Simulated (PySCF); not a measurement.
Compound: C₄H₁₀FNSi₂.
Z-matrix (Å and degrees, GFN2-xTB geometry), rows numbered from 1:
```
F 
Si  1  1.6225
Si  2  2.3055  1  122.46
C   3  1.9277  2   75.06  1   112.18
N   4  1.4654  3   97.47  2    -6.52
C   5  1.4157  2  132.03  1    68.07
C   6  1.4934  5  120.42  2    -5.47
C   7  1.5016  6   60.42  5   110.44
H   2  1.4621  1   99.55  3  -147.06
H   3  1.4668  2  120.40  1  -140.74
H   3  1.4662  2  123.65  1     5.07
H   4  1.0943  3  116.24  2  -123.42
H   4  1.0955  3  114.62  2   110.81
H   6  1.0883  5  112.29  2  -150.18
H   7  1.0795  6  118.38  8   108.71
H   7  1.0788  6  117.65  8  -108.12
H   8  1.0795  6  119.00  7  -108.01
H   8  1.0795  6  117.35  7   107.48
```

Hirshfeld charges (e) from the PBE0/pcSseg-1 density (PySCF), one withheld:

```tsv
atom	bonded to	charge
F1	Si2	-0.2189
Si2	F1 Si3 N5 H9	+0.3574
Si3	Si2 C4 H10 H11	+0.2494
C4	Si3 N5 H12 H13	-0.1145
N5	C4 C6 Si2	-0.1650
C6	N5 C7 C8 H14	+0.0042
C7	C6 C8 H15 H16	-0.0886
C8	C7 C6 H17 H18	?
H9	Si2	-0.0827
H10	Si3	-0.0755
H11	Si3	-0.0665
H12	C4	+0.0332
H13	C4	+0.0301
H14	C6	+0.0455
H15	C7	+0.0524
H16	C7	+0.0476
H17	C8	+0.0463
H18	C8	+0.0439
```

(1) What is the charge on C8?

(2) Add each hydrogen's charge to the atom that carries it.

(3) Across which bond do the charges differ most?

(4) Take the bonds between elements whose Pauling electronegativities differ by more than 0.25. In how many does the more electronegative atom carry the lower charge?

(5) How much positive and how much negative charge does this set hold in all?

Answers

(1) The charges add up to the total charge, 0. The others sum to +0.0983, which leaves -0.0983 e for C8 (three-membered-ring carbon); the computed value is -0.0992, the difference coming from rounding and the integration grid.

(2) Si2 +0.2747, Si3 +0.1074, C4 -0.0512, C6 +0.0497, C7 +0.0114, C8 -0.0090. Atoms without hydrogen keep their charges.

(3) Si2–F1: +0.3574 on Si2 against -0.2189 on F1, a difference of 0.5763 e. The lower charge is on the more electronegative element of the two (Pauling values: F 3.98, Si 1.90).

(4) In 15 of 15.

(5) +0.9100 e on 10 atoms and -0.9109 e on 8.

The Hirshfeld scheme divides the density at each point in proportion to the densities of the neutral, spherically averaged free atoms. Isolated species at its GFN2-xTB geometry (one conformer only).

The run behind these numbers computed NMR shieldings as well. Hardware: an Arm Neoverse N1 with one thread, shared host with 64 logical CPUs at a one-minute load of 60. Cost: 74 s of wall time (with the writing of density and orbital grids), 0.90 GiB resident at most.
